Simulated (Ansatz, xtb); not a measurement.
## A geometry optimisation of C2HMgN with r2SCAN-D4/def2-SVP

The starting geometry of this gas-phase triplet was built from a drawn formula by distance geometry and a force field; its bonds are those of `[C]=[C]1[NH][Mg]1`.

```yaml
atoms:
  - { symbol: C, position_ang: [-1.5059, -0.9395, -2.5713] }
  - { symbol: C, position_ang: [-0.6830, 0.1050, -2.5487] }
  - { symbol: Mg, position_ang: [1.1227, 0.7376, -3.1472] }
  - { symbol: N, position_ang: [-0.3974, 1.5138, -2.1721] }
  - { symbol: H, position_ang: [-0.7537, 2.3703, -1.6719] }
```

**Question.** Predict what becomes of its bonds when it is optimised with r2SCAN-D4/def2-SVP.

**Answer.** A new bond forms, giving a structure given below by its coordinates. Distances that change by over a tenth: C2–Mg3 (2.00 → 2.22 Å), C2–N4 (1.49 → 1.30 Å), Mg3–N4 (1.97 → 2.24 Å). Contacts that close: C1–Mg3 (3.17 → 2.35 Å).

The energy falls by 2.04 eV over 12 steps:

| step | E − E(last) (eV) |
| --- | --- |
| 1 | 2.041 |
| 2 | 0.943 |
| 3 | 0.301 |
| 5 | 0.082 |
| 6 | 0.027 |
| 7 | 0.011 |
| 8 | 0.003 |
| 10 | 0.000 |
| 11 | 0.000 |
| 12 | 0.000 |

Final geometry (Å):

```
atom    x (Å)    y (Å)    z (Å)
   C  -0.9822  -0.8016  -2.7579
   C  -0.9547   0.4210  -2.3125
  Mg   1.0339   0.2890  -3.2792
   N  -0.3983   1.5783  -2.1353
   H  -0.9159   2.3005  -1.6261
```

From the same start GFN2-xTB ends elsewhere, differing in C2–Mg3 (2.81 against 2.22 Å here), Mg3–N4 (3.80 against 2.24 Å here).

The end wasn't checked by frequencies. Open shells are spin-unrestricted. The triplet needn't be the ground state. Run with Ansatz 0.2.0, 71 s on 1 thread of Arm Neoverse V2, with other jobs on the host.
